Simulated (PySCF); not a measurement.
1,1-difluorobuta-1,3-diene (C₄H₄F₂), SMILES C=CC=C(F)F. Coordinates come from a PBE0-D3(BJ)/def2-SVP optimisation. Other conformers were not sampled.

Computed with PBE0-D3(BJ)/def2-SVP in PySCF 2.14.0.

Harmonic wavenumbers (cm⁻¹): 139, 173, 234, 390, 493, 619, 621, 684, 860, 917, 927, 1015, 1034, 1210, 1242, 1309, 1400, 1448, 1716, 1822, 3168, 3191, 3234, 3275. Rotational constants (GHz): 9.834, 1.953, 1.630; symmetry number 1.

Problem. Work out the zero-point energy and the ideal-gas rigid-rotor harmonic-oscillator thermochemistry at 298.15 K and 1 atm.

Solution. ZPE = ½ Σ hcν = ½ × 31120 cm⁻¹ = 44.49 kcal/mol. H − E(el) = 48.76 kcal/mol. Entropy in cal/(mol K): translation 39.41, rotation 26.73, vibration 10.64, total 76.78. G − E(el) = 25.87 kcal/mol. Cp = 22.10 cal/(mol K). Modes under 150 cm⁻¹ make the vibrational entropy uncertain.
